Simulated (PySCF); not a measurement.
BH₄Si (calculated)

All values are calculated (PySCF 2.14.0). Calculation on a computer-drawn molecule: vertical ionisation energy to the stated ion spin, frozen-core CCSD(T) at the basis limit and cheaper methods, single-reference cases, UHF for radicals, no spin-orbit; all values are single points at the evaluated structure, the first of each entry, which is the reference or a displaced copy of it and isn't optimised; the reference structure only sets the zero of the energies above reference; triples share is (T) over the correlation energy.

Common to all runs: charge 1; multiplicity 1; ion multiplicity 2; diffuse functions no; basis cc-pV(n+d)Z; reference is the Hartree-Fock double-zeta minimum; best is HF at quadruple zeta + MP2 correlation extrapolated from triple and quadruple zeta + CCSD(T) minus MP2 at triple zeta; basis step is the size of the change from the same recipe one zeta lower.

(1) 
```xyz
6
formula=BH4Si ionisation_energy_best=17.28 ionisation_energy_basis_step=0.02284 energy_above_reference_best=32.05 energy_above_reference_basis_step=0.02984 ionisation_energy_Koopmans_at_triple_zeta=17.24 ionisation_energy_EOM_CCSD_at_triple_zeta=17.24 total_energy_HF_triple_zeta=-315.5738 total_energy_CCSD(T)_triple_zeta=-315.8140 total_energy_best=-315.8413 T1_diagnostic_at_triple_zeta=0.01397 D1_diagnostic_at_triple_zeta=0.03301 ion_T1_diagnostic_at_triple_zeta=0.03169 ion_D1_diagnostic_at_triple_zeta=0.1179 ion_spin_squared_at_triple_zeta=0.7754 triples_share_at_triple_zeta=0.0279 basis_functions_triple_zeta=125
B     -1.5739    -2.0804    -1.7245
Si    -1.7710    -0.1349    -1.1235
H     -2.6020    -2.6113    -2.0690
H     -0.1662    -2.8281    -1.6543
H     -2.0386     0.2017     0.2495
H     -1.6538     0.9025    -1.9536
```

Units: ionisation_energy_best, ionisation_energy_basis_step, ionisation_energy_Koopmans_at_triple_zeta, ionisation_energy_EOM_CCSD_at_triple_zeta in eV; energy_above_reference_best, energy_above_reference_basis_step in kcal/mol; total_energy_HF_triple_zeta, total_energy_CCSD(T)_triple_zeta, total_energy_best in hartree.

Reference structure:
```xyz
6
BH4Si
B     -1.6094    -2.0972    -1.7185
Si    -1.7794    -0.1666    -1.1020
H     -2.5928    -2.6523    -2.0927
H     -0.5326    -2.6014    -1.6823
H     -2.0685     0.1946     0.2902
H     -1.6218     0.9710    -2.0147
```

Drawn bonds:
```csv
atom,other atom,order
1,2,1
1,3,1
1,4,1
2,5,1
2,6,1
```

Triple zeta:
```csv
method,ionisation energy (eV),energy above reference (kcal/mol)
HF,15.99,34.78
PBE,16.99,30.43
r2SCAN,16.98,31.75
B3LYP,17.1,32.08
wB97X,17.12,32.87
MP2,17.06,33.36
CCSD,17.15,32.21
CCSD(T),17.19,31.82
```

(2) 
```xyz
6
formula=BH4Si ionisation_energy_best=17.73 ionisation_energy_basis_step=0.02607 energy_above_reference_best=17.49 energy_above_reference_basis_step=0.2923 ionisation_energy_Koopmans_at_triple_zeta=17.85 ionisation_energy_EOM_CCSD_at_triple_zeta=17.7 total_energy_HF_triple_zeta=-315.5966 total_energy_CCSD(T)_triple_zeta=-315.8365 total_energy_best=-315.8645 T1_diagnostic_at_triple_zeta=0.01384 D1_diagnostic_at_triple_zeta=0.02725 ion_T1_diagnostic_at_triple_zeta=0.03268 ion_D1_diagnostic_at_triple_zeta=0.1124 ion_spin_squared_at_triple_zeta=0.7887 triples_share_at_triple_zeta=0.02753 basis_functions_triple_zeta=125
B     -1.5144    -2.0560    -1.6608
Si    -1.8540    -0.2050    -1.2521
H     -2.6762    -2.5479    -2.1708
H     -0.5506    -2.5338    -1.6742
H     -2.0565     0.1936     0.2908
H     -1.7119     1.0127    -2.0696
```

Units: ionisation_energy_best, ionisation_energy_basis_step, ionisation_energy_Koopmans_at_triple_zeta, ionisation_energy_EOM_CCSD_at_triple_zeta in eV; energy_above_reference_best, energy_above_reference_basis_step in kcal/mol; total_energy_HF_triple_zeta, total_energy_CCSD(T)_triple_zeta, total_energy_best in hartree.

Reference structure:
```xyz
6
BH4Si
B     -1.6094    -2.0972    -1.7185
Si    -1.7794    -0.1666    -1.1020
H     -2.5928    -2.6523    -2.0927
H     -0.5326    -2.6014    -1.6823
H     -2.0685     0.1946     0.2902
H     -1.6218     0.9710    -2.0147
```

Drawn bonds:
```csv
atom,other atom,order
1,2,1
1,3,1
1,4,1
2,5,1
2,6,1
```

Triple zeta:
```csv
method,ionisation energy (eV),energy above reference (kcal/mol)
HF,16.73,20.47
PBE,17.33,15.22
r2SCAN,17.38,16.26
B3LYP,17.51,16.93
wB97X,17.59,17.6
MP2,17.64,18.65
CCSD,17.62,18.06
CCSD(T),17.64,17.73
```

(3) 
```xyz
6
formula=BH4Si ionisation_energy_best=17.86 ionisation_energy_basis_step=0.0346 energy_above_reference_best=3.133 energy_above_reference_basis_step=0.06946 ionisation_energy_Koopmans_at_triple_zeta=17.94 ionisation_energy_EOM_CCSD_at_triple_zeta=17.81 total_energy_HF_triple_zeta=-315.6248 total_energy_CCSD(T)_triple_zeta=-315.8597 total_energy_best=-315.8874 T1_diagnostic_at_triple_zeta=0.01148 D1_diagnostic_at_triple_zeta=0.02163 ion_T1_diagnostic_at_triple_zeta=0.01727 ion_D1_diagnostic_at_triple_zeta=0.04395 ion_spin_squared_at_triple_zeta=0.77 triples_share_at_triple_zeta=0.02558 basis_functions_triple_zeta=125
B     -1.6221    -2.1133    -1.7817
Si    -1.7769    -0.1538    -1.1402
H     -2.5416    -2.6586    -2.0747
H     -0.4851    -2.5606    -1.7865
H     -2.0314     0.2058     0.2874
H     -1.6411     0.9455    -2.0453
```

Units: ionisation_energy_best, ionisation_energy_basis_step, ionisation_energy_Koopmans_at_triple_zeta, ionisation_energy_EOM_CCSD_at_triple_zeta in eV; energy_above_reference_best, energy_above_reference_basis_step in kcal/mol; total_energy_HF_triple_zeta, total_energy_CCSD(T)_triple_zeta, total_energy_best in hartree.

Reference structure:
```xyz
6
BH4Si
B     -1.6094    -2.0972    -1.7185
Si    -1.7794    -0.1666    -1.1020
H     -2.5928    -2.6523    -2.0927
H     -0.5326    -2.6014    -1.6823
H     -2.0685     0.1946     0.2902
H     -1.6218     0.9710    -2.0147
```

Drawn bonds:
```csv
atom,other atom,order
1,2,1
1,3,1
1,4,1
2,5,1
2,6,1
```

Triple zeta:
```csv
method,ionisation energy (eV),energy above reference (kcal/mol)
HF,16.89,2.808
PBE,17.46,3.626
r2SCAN,17.53,3.433
B3LYP,17.63,3.153
wB97X,17.66,3.294
MP2,17.73,3.044
CCSD,17.73,3.089
CCSD(T),17.76,3.134
```

(4) 
```xyz
6
formula=BH4Si ionisation_energy_best=17.88 ionisation_energy_basis_step=0.03397 energy_above_reference_best=8.852 energy_above_reference_basis_step=0.09916 ionisation_energy_Koopmans_at_triple_zeta=17.96 ionisation_energy_EOM_CCSD_at_triple_zeta=17.83 total_energy_HF_triple_zeta=-315.6158 total_energy_CCSD(T)_triple_zeta=-315.8505 total_energy_best=-315.8783 T1_diagnostic_at_triple_zeta=0.01134 D1_diagnostic_at_triple_zeta=0.02112 ion_T1_diagnostic_at_triple_zeta=0.01714 ion_D1_diagnostic_at_triple_zeta=0.04295 ion_spin_squared_at_triple_zeta=0.771 triples_share_at_triple_zeta=0.02529 basis_functions_triple_zeta=125
B     -1.6221    -2.1133    -1.7817
Si    -1.7769    -0.1538    -1.1402
H     -2.4852    -2.6251    -2.0567
H     -0.4851    -2.5606    -1.7865
H     -2.0314     0.2058     0.2874
H     -1.6411     0.9455    -2.0453
```

Units: ionisation_energy_best, ionisation_energy_basis_step, ionisation_energy_Koopmans_at_triple_zeta, ionisation_energy_EOM_CCSD_at_triple_zeta in eV; energy_above_reference_best, energy_above_reference_basis_step in kcal/mol; total_energy_HF_triple_zeta, total_energy_CCSD(T)_triple_zeta, total_energy_best in hartree.

Reference structure:
```xyz
6
BH4Si
B     -1.6094    -2.0972    -1.7185
Si    -1.7794    -0.1666    -1.1020
H     -2.5928    -2.6523    -2.0927
H     -0.5326    -2.6014    -1.6823
H     -2.0685     0.1946     0.2902
H     -1.6218     0.9710    -2.0147
```

Drawn bonds:
```csv
atom,other atom,order
1,2,1
1,3,1
1,4,1
2,5,1
2,6,1
```

Triple zeta:
```csv
method,ionisation energy (eV),energy above reference (kcal/mol)
HF,16.91,8.466
PBE,17.48,9.747
r2SCAN,17.55,9.271
B3LYP,17.66,8.766
wB97X,17.69,9.127
MP2,17.75,8.736
CCSD,17.75,8.845
CCSD(T),17.78,8.935
```

(5) 
```xyz
6
formula=BH4Si ionisation_energy_best=17.81 ionisation_energy_basis_step=0.03515 energy_above_reference_best=1.453 energy_above_reference_basis_step=0.004643 ionisation_energy_Koopmans_at_triple_zeta=17.91 ionisation_energy_EOM_CCSD_at_triple_zeta=17.76 total_energy_HF_triple_zeta=-315.6270 total_energy_CCSD(T)_triple_zeta=-315.8625 total_energy_best=-315.8901 T1_diagnostic_at_triple_zeta=0.01176 D1_diagnostic_at_triple_zeta=0.02264 ion_T1_diagnostic_at_triple_zeta=0.01759 ion_D1_diagnostic_at_triple_zeta=0.04609 ion_spin_squared_at_triple_zeta=0.769 triples_share_at_triple_zeta=0.02603 basis_functions_triple_zeta=125
B     -1.6221    -2.1133    -1.7817
Si    -1.7769    -0.1538    -1.1402
H     -2.6229    -2.7068    -2.1006
H     -0.4851    -2.5606    -1.7865
H     -2.0314     0.2058     0.2874
H     -1.6411     0.9455    -2.0453
```

Units: ionisation_energy_best, ionisation_energy_basis_step, ionisation_energy_Koopmans_at_triple_zeta, ionisation_energy_EOM_CCSD_at_triple_zeta in eV; energy_above_reference_best, energy_above_reference_basis_step in kcal/mol; total_energy_HF_triple_zeta, total_energy_CCSD(T)_triple_zeta, total_energy_best in hartree.

Reference structure:
```xyz
6
BH4Si
B     -1.6094    -2.0972    -1.7185
Si    -1.7794    -0.1666    -1.1020
H     -2.5928    -2.6523    -2.0927
H     -0.5326    -2.6014    -1.6823
H     -2.0685     0.1946     0.2902
H     -1.6218     0.9710    -2.0147
```

Drawn bonds:
```csv
atom,other atom,order
1,2,1
1,3,1
1,4,1
2,5,1
2,6,1
```

Triple zeta:
```csv
method,ionisation energy (eV),energy above reference (kcal/mol)
HF,16.86,1.41
PBE,17.4,1.318
r2SCAN,17.47,1.571
B3LYP,17.58,1.551
wB97X,17.61,1.505
MP2,17.69,1.506
CCSD,17.68,1.405
CCSD(T),17.71,1.373
```

(6) 
```xyz
6
formula=BH4Si ionisation_energy_best=17.8 ionisation_energy_basis_step=0.03517 energy_above_reference_best=1.588 energy_above_reference_basis_step=0.01209 ionisation_energy_Koopmans_at_triple_zeta=17.91 ionisation_energy_EOM_CCSD_at_triple_zeta=17.76 total_energy_HF_triple_zeta=-315.6267 total_energy_CCSD(T)_triple_zeta=-315.8623 total_energy_best=-315.8898 T1_diagnostic_at_triple_zeta=0.01179 D1_diagnostic_at_triple_zeta=0.02276 ion_T1_diagnostic_at_triple_zeta=0.01762 ion_D1_diagnostic_at_triple_zeta=0.04621 ion_spin_squared_at_triple_zeta=0.769 triples_share_at_triple_zeta=0.02608 basis_functions_triple_zeta=125
B     -1.6221    -2.1133    -1.7817
Si    -1.7769    -0.1538    -1.1402
H     -2.6304    -2.7112    -2.1030
H     -0.4851    -2.5606    -1.7865
H     -2.0314     0.2058     0.2874
H     -1.6411     0.9455    -2.0453
```

Units: ionisation_energy_best, ionisation_energy_basis_step, ionisation_energy_Koopmans_at_triple_zeta, ionisation_energy_EOM_CCSD_at_triple_zeta in eV; energy_above_reference_best, energy_above_reference_basis_step in kcal/mol; total_energy_HF_triple_zeta, total_energy_CCSD(T)_triple_zeta, total_energy_best in hartree.

Reference structure:
```xyz
6
BH4Si
B     -1.6094    -2.0972    -1.7185
Si    -1.7794    -0.1666    -1.1020
H     -2.5928    -2.6523    -2.0927
H     -0.5326    -2.6014    -1.6823
H     -2.0685     0.1946     0.2902
H     -1.6218     0.9710    -2.0147
```

Drawn bonds:
```csv
atom,other atom,order
1,2,1
1,3,1
1,4,1
2,5,1
2,6,1
```

Triple zeta:
```csv
method,ionisation energy (eV),energy above reference (kcal/mol)
HF,16.86,1.581
PBE,17.39,1.393
r2SCAN,17.47,1.688
B3LYP,17.58,1.69
wB97X,17.61,1.634
MP2,17.68,1.659
CCSD,17.68,1.542
CCSD(T),17.7,1.502
```

(7) 
```xyz
6
formula=BH4Si ionisation_energy_best=17.65 ionisation_energy_basis_step=0.03549 energy_above_reference_best=9.315 energy_above_reference_basis_step=0.1253 ionisation_energy_Koopmans_at_triple_zeta=17.76 ionisation_energy_EOM_CCSD_at_triple_zeta=17.61 total_energy_HF_triple_zeta=-315.6129 total_energy_CCSD(T)_triple_zeta=-315.8502 total_energy_best=-315.8775 T1_diagnostic_at_triple_zeta=0.01249 D1_diagnostic_at_triple_zeta=0.02556 ion_T1_diagnostic_at_triple_zeta=0.03324 ion_D1_diagnostic_at_triple_zeta=0.1183 ion_spin_squared_at_triple_zeta=0.7878 triples_share_at_triple_zeta=0.02698 basis_functions_triple_zeta=125
B     -1.6221    -2.1133    -1.7817
Si    -1.7769    -0.1538    -1.1402
H     -2.7647    -2.7909    -2.1458
H     -0.4851    -2.5606    -1.7865
H     -2.0314     0.2058     0.2874
H     -1.6411     0.9455    -2.0453
```

Units: ionisation_energy_best, ionisation_energy_basis_step, ionisation_energy_Koopmans_at_triple_zeta, ionisation_energy_EOM_CCSD_at_triple_zeta in eV; energy_above_reference_best, energy_above_reference_basis_step in kcal/mol; total_energy_HF_triple_zeta, total_energy_CCSD(T)_triple_zeta, total_energy_best in hartree.

Reference structure:
```xyz
6
BH4Si
B     -1.6094    -2.0972    -1.7185
Si    -1.7794    -0.1666    -1.1020
H     -2.5928    -2.6523    -2.0927
H     -0.5326    -2.6014    -1.6823
H     -2.0685     0.1946     0.2902
H     -1.6218     0.9710    -2.0147
```

Drawn bonds:
```csv
atom,other atom,order
1,2,1
1,3,1
1,4,1
2,5,1
2,6,1
```

Triple zeta:
```csv
method,ionisation energy (eV),energy above reference (kcal/mol)
HF,16.7,10.27
PBE,17.24,8.016
r2SCAN,17.3,9.102
B3LYP,17.41,9.407
wB97X,17.46,9.427
MP2,17.56,9.862
CCSD,17.53,9.337
CCSD(T),17.56,9.136
```

(8) 
```xyz
6
formula=BH4Si ionisation_energy_best=17.27 ionisation_energy_basis_step=0.02514 energy_above_reference_best=24.76 energy_above_reference_basis_step=0.1763 ionisation_energy_Koopmans_at_triple_zeta=17.29 ionisation_energy_EOM_CCSD_at_triple_zeta=17.24 total_energy_HF_triple_zeta=-315.5854 total_energy_CCSD(T)_triple_zeta=-315.8257 total_energy_best=-315.8529 T1_diagnostic_at_triple_zeta=0.01374 D1_diagnostic_at_triple_zeta=0.0308 ion_T1_diagnostic_at_triple_zeta=0.04059 ion_D1_diagnostic_at_triple_zeta=0.1559 ion_spin_squared_at_triple_zeta=0.7852 triples_share_at_triple_zeta=0.0283 basis_functions_triple_zeta=125
B     -1.6221    -2.1133    -1.7817
Si    -1.7769    -0.1538    -1.1402
H     -2.9190    -2.8824    -2.1950
H     -0.4851    -2.5606    -1.7865
H     -2.0314     0.2058     0.2874
H     -1.6411     0.9455    -2.0453
```

Units: ionisation_energy_best, ionisation_energy_basis_step, ionisation_energy_Koopmans_at_triple_zeta, ionisation_energy_EOM_CCSD_at_triple_zeta in eV; energy_above_reference_best, energy_above_reference_basis_step in kcal/mol; total_energy_HF_triple_zeta, total_energy_CCSD(T)_triple_zeta, total_energy_best in hartree.

Reference structure:
```xyz
6
BH4Si
B     -1.6094    -2.0972    -1.7185
Si    -1.7794    -0.1666    -1.1020
H     -2.5928    -2.6523    -2.0927
H     -0.5326    -2.6014    -1.6823
H     -2.0685     0.1946     0.2902
H     -1.6218     0.9710    -2.0147
```

Drawn bonds:
```csv
atom,other atom,order
1,2,1
1,3,1
1,4,1
2,5,1
2,6,1
```

Triple zeta:
```csv
method,ionisation energy (eV),energy above reference (kcal/mol)
HF,16.08,27.54
PBE,16.93,22.26
r2SCAN,16.95,24.29
B3LYP,17.07,24.81
wB97X,17.11,25.46
MP2,17.11,26.21
CCSD,17.15,24.94
CCSD(T),17.19,24.49
```

(9) 
```xyz
6
formula=BH4Si ionisation_energy_best=17.62 ionisation_energy_basis_step=0.0229 energy_above_reference_best=24.02 energy_above_reference_basis_step=0.1568 ionisation_energy_Koopmans_at_triple_zeta=17.69 ionisation_energy_EOM_CCSD_at_triple_zeta=17.58 total_energy_HF_triple_zeta=-315.5874 total_energy_CCSD(T)_triple_zeta=-315.8262 total_energy_best=-315.8541 T1_diagnostic_at_triple_zeta=0.01353 D1_diagnostic_at_triple_zeta=0.02768 ion_T1_diagnostic_at_triple_zeta=0.03283 ion_D1_diagnostic_at_triple_zeta=0.1157 ion_spin_squared_at_triple_zeta=0.7887 triples_share_at_triple_zeta=0.0272 basis_functions_triple_zeta=125
B     -1.7771    -2.0821    -1.7379
Si    -1.7730    -0.2468    -0.9840
H     -2.5421    -2.6462    -2.1466
H     -0.4622    -2.5286    -1.6760
H     -1.9999     0.1958     0.3179
H     -1.7307     1.0082    -2.0234
```

Units: ionisation_energy_best, ionisation_energy_basis_step, ionisation_energy_Koopmans_at_triple_zeta, ionisation_energy_EOM_CCSD_at_triple_zeta in eV; energy_above_reference_best, energy_above_reference_basis_step in kcal/mol; total_energy_HF_triple_zeta, total_energy_CCSD(T)_triple_zeta, total_energy_best in hartree.

Reference structure:
```xyz
6
BH4Si
B     -1.6094    -2.0972    -1.7185
Si    -1.7794    -0.1666    -1.1020
H     -2.5928    -2.6523    -2.0927
H     -0.5326    -2.6014    -1.6823
H     -2.0685     0.1946     0.2902
H     -1.6218     0.9710    -2.0147
```

Drawn bonds:
```csv
atom,other atom,order
1,2,1
1,3,1
1,4,1
2,5,1
2,6,1
```

Triple zeta:
```csv
method,ionisation energy (eV),energy above reference (kcal/mol)
HF,16.56,26.25
PBE,17.25,22.37
r2SCAN,17.29,23.11
B3LYP,17.41,23.45
wB97X,17.49,24.34
MP2,17.5,25
CCSD,17.5,24.41
CCSD(T),17.53,24.15
```

(10) 
```xyz
6
formula=BH4Si
B     -1.6417    -2.0910    -1.7537
Si    -1.7639    -0.1836    -1.0982
H     -2.5355    -2.6190    -2.1784
H     -0.5636    -2.5789    -1.7065
H     -1.9910     0.1175     0.3329
H     -1.6783     1.1142    -2.2782
```

Reference structure:
```xyz
6
BH4Si
B     -1.6094    -2.0972    -1.7185
Si    -1.7794    -0.1666    -1.1020
H     -2.5928    -2.6523    -2.0927
H     -0.5326    -2.6014    -1.6823
H     -2.0685     0.1946     0.2902
H     -1.6218     0.9710    -2.0147
```

Drawn bonds:
```csv
atom,other atom,order
1,2,1
1,3,1
1,4,1
2,5,1
2,6,1
```

Question: What ionisation energy EOM CCSD at triple zeta does the calculation give for BH₄Si (entry 10)?
Answer: 17.7 eV

Question: What ion T1 diagnostic at triple zeta does the calculation give for BH₄Si (entry 10)?
Answer: 0.02642

Question: What energy above reference best does the calculation give for BH₄Si (entry 10)?
Answer: 13.8 kcal/mol

Question: What ion D1 diagnostic at triple zeta does the calculation give for BH₄Si (entry 10)?
Answer: 0.06761

Further results for BH₄Si (entry 10):

```
ionisation energy best                    : 17.75 eV
ionisation energy basis step              : 0.02896 eV
energy above reference basis step         : 0.04253 kcal/mol
ionisation energy Koopmans at triple zeta : 17.85 eV
total energy HF triple zeta               : -315.6039 hartree
total energy CCSD(T) triple zeta          : -315.8428 hartree
total energy best                         : -315.8704 hartree
T1 diagnostic at triple zeta              : 0.0129
D1 diagnostic at triple zeta              : 0.02423
ion spin squared at triple zeta           : 0.8133
triples share at triple zeta              : 0.02718
basis functions triple zeta               : 125
```

Triple zeta:
```csv
method,ionisation energy (eV),energy above reference (kcal/mol)
HF,16.8,15.88
PBE,17.31,11.78
r2SCAN,17.38,13.09
B3LYP,17.49,13.26
wB97X,17.57,14.25
MP2,17.66,14.83
CCSD,17.63,14.02
CCSD(T),17.65,13.77
```
